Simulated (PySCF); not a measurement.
H3P2, doublet, at a GFN2-xTB geometry; TPSS/3-21G in PySCF.

Input for PySCF:
```python
from pyscf import gto, scf, dft

mol = gto.M(
    atom='''
P     0.91132207   -0.43419083    0.44848535
P    -0.83945394    0.33421071   -0.48019854
H     1.71456172    0.57131463   -0.10152077
H    -1.06154102    1.41633629    0.37351990
H    -1.73104269   -0.48794896    0.20369883
''',
    basis='3-21g',
    spin=1,
    verbose=4,
)

mf = dft.UKS(mol)
mf.xc = 'tpss'
mf.init_guess = 'vsap'
mf.kernel()
mf.analyze()
```

### Question
What does PySCF print? Leave out banner, timings and long lists.

### Answer

```
PySCF version 2.14.0

[INPUT] verbose = 4
[INPUT] num. atoms = 5
[INPUT] num. electrons = 33
[INPUT] charge = 0
[INPUT] spin (= nelec alpha-beta = 2S) = 1
[INPUT] symmetry False subgroup None
[INPUT] Mole.unit = angstrom
[INPUT] Symbol           X                Y                Z      unit          X                Y                Z       unit  Magmom
[...]
nuclear repulsion = 82.646032921177
number of shells = 20
number of NR pGTOs = 63
number of NR cGTOs = 32
basis = 3-21g
ecp = {}

******** <class 'pyscf.dft.uks.UKS'> ********
method = UKS
initial guess = vsap
damping factor = 0
level_shift factor = 0
DIIS = <class 'pyscf.scf.diis.CDIIS'>
diis_start_cycle = 1
diis_space = 8
diis_damp = 0
SCF conv_tol = 1e-09
SCF conv_tol_grad = None
SCF max_cycles = 50
direct_scf = True
direct_scf_tol = 1e-13
number electrons alpha = 17  beta = 16
XC library pyscf.dft.libxc version 7.1.2
    S. Lehtola, C. Steigemann, M. J. T. Oliveira, and M. A. L. Marques,  SoftwareX 7, 1–5 (2018)
XC functionals = tpss
    J. Tao, J. P. Perdew, V. N. Staroverov, and G. E. Scuseria,  Phys. Rev. Lett. 91, 146401 (2003)
    J. P. Perdew, J. Tao, V. N. Staroverov, and G. E. Scuseria,  J. Chem. Phys. 120, 6898 (2004)
    J. Tao, J. P. Perdew, V. N. Staroverov, and G. E. Scuseria,  Phys. Rev. Lett. 91, 146401 (2003)
    J. P. Perdew, J. Tao, V. N. Staroverov, and G. E. Scuseria,  J. Chem. Phys. 120, 6898 (2004)
radial grids:
    Treutler-Ahlrichs [JCP 102, 346 (1995); DOI:10.1063/1.469408] (M4) radial grids

becke partition: Becke, JCP 88, 2547 (1988); DOI:10.1063/1.454033
pruning grids: <function nwchem_prune>
grids dens level: 3
symmetrized grids: False
atomic radii adjust function: <function treutler_atomic_radii_adjust>
small_rho_cutoff = 0
Set gradient conv threshold to 3.16228e-05
tot grids = 67784

init E= -680.884679212516
cycle= 1 E= -680.879648943217  delta_E= 0.00503  |g|= 0.374  |ddm|= 1.31
cycle= 2 E= -680.804755859629  delta_E= 0.0749  |g|= 0.49  |ddm|= 1.44
cycle= 3 E= -680.987225479627  delta_E= -0.182  |g|= 0.0831  |ddm|= 0.876
cycle= 4 E= -680.992669901113  delta_E= -0.00544  |g|= 0.0255  |ddm|= 0.214
cycle= 5 E= -680.993285098005  delta_E= -0.000615  |g|= 0.00158  |ddm|= 0.0557
cycle= 6 E= -680.993288625236  delta_E= -3.53e-06  |g|= 0.000658  |ddm|= 0.00633
cycle= 7 E= -680.993289182163  delta_E= -5.57e-07  |g|= 0.000202  |ddm|= 0.00205
cycle= 8 E= -680.993289237744  delta_E= -5.56e-08  |g|= 5.77e-05  |ddm|= 0.000713
cycle= 9 E= -680.993289242016  delta_E= -4.27e-09  |g|= 2.01e-05  |ddm|= 0.000205
cycle= 10 E= -680.993289242438  delta_E= -4.22e-10  |g|= 4.42e-06  |ddm|= 5.73e-05
Extra cycle  E= -680.993289242418  delta_E= 1.96e-11  |g|= 6.76e-06  |ddm|= 2.98e-05
converged SCF energy = -680.993289242418  <S^2> = 0.75203554  2S+1 = 2.0020345
**** SCF Summaries ****
Total Energy =                        -680.993289242418314
Nuclear Repulsion Energy =              82.646032921176982
One-electron Energy =                -1105.747530901297068
Two-electron Energy =                  342.108208737701716
Two-electron Coulomb Energy =          389.655977899012612
DFT Exchange-Correlation Energy =      -47.547769161310868
**** MO energy ****
                             alpha | beta                alpha | beta
[...]
To work with the spin densities directly, `use mulliken_meta_spin()` only printing them here.

 ** Mulliken spin pop alpha/beta on meta-lowdin orthogonal AOs **
 ** Mulliken Spin Density (per AO)  **
spin_pop of  0 P 1s        0.00000
spin_pop of  0 P 2s        0.00015
spin_pop of  0 P 3s        0.01672
spin_pop of  0 P 4s        0.00020
spin_pop of  0 P 2px      -0.00000
spin_pop of  0 P 2py       0.00003
spin_pop of  0 P 2pz       0.00009
spin_pop of  0 P 3px       0.03222
spin_pop of  0 P 3py       0.23632
spin_pop of  0 P 3pz       0.61147
spin_pop of  0 P 4px      -0.00004
spin_pop of  0 P 4py       0.00024
spin_pop of  0 P 4pz       0.00028
spin_pop of  1 P 1s        0.00000
spin_pop of  1 P 2s        0.00047
spin_pop of  1 P 3s        0.02597
spin_pop of  1 P 4s        0.00061
spin_pop of  1 P 2px      -0.00001
spin_pop of  1 P 2py      -0.00000
spin_pop of  1 P 2pz       0.00000
spin_pop of  1 P 3px      -0.01157
spin_pop of  1 P 3py      -0.00951
spin_pop of  1 P 3pz       0.06040
spin_pop of  1 P 4px      -0.00000
spin_pop of  1 P 4py       0.00030
spin_pop of  1 P 4pz      -0.00002
spin_pop of  2 H 1s       -0.01850
spin_pop of  2 H 2s        0.00041
spin_pop of  3 H 1s        0.05558
spin_pop of  3 H 2s        0.00023
spin_pop of  4 H 1s       -0.00209
spin_pop of  4 H 2s        0.00004
 ** Mulliken Spin Density (per atom)  **
spin density of  0 P =      0.89769
spin density of  1 P =      0.06665
spin density of  2 H =     -0.01809
spin density of  3 H =      0.05580
spin density of  4 H =     -0.00205
 ** Mulliken pop alpha/beta on meta-lowdin orthogonal AOs **
 ** Mulliken pop       alpha | beta **
[...]
In total            17.00000 | 16.00000
 ** Mulliken atomic charges   ( Nelec_alpha | Nelec_beta ) **
charge of  0P =     -0.05713  (     7.97741      7.07972 )
charge of  1P =      0.01341  (     7.52662      7.45997 )
charge of  2H =      0.00510  (     0.48841      0.50650 )
charge of  3H =      0.02160  (     0.51710      0.46130 )
charge of  4H =      0.01702  (     0.49047      0.49252 )
Dipole moment(X, Y, Z, Debye): -0.61040,  1.08604,  0.58071
```
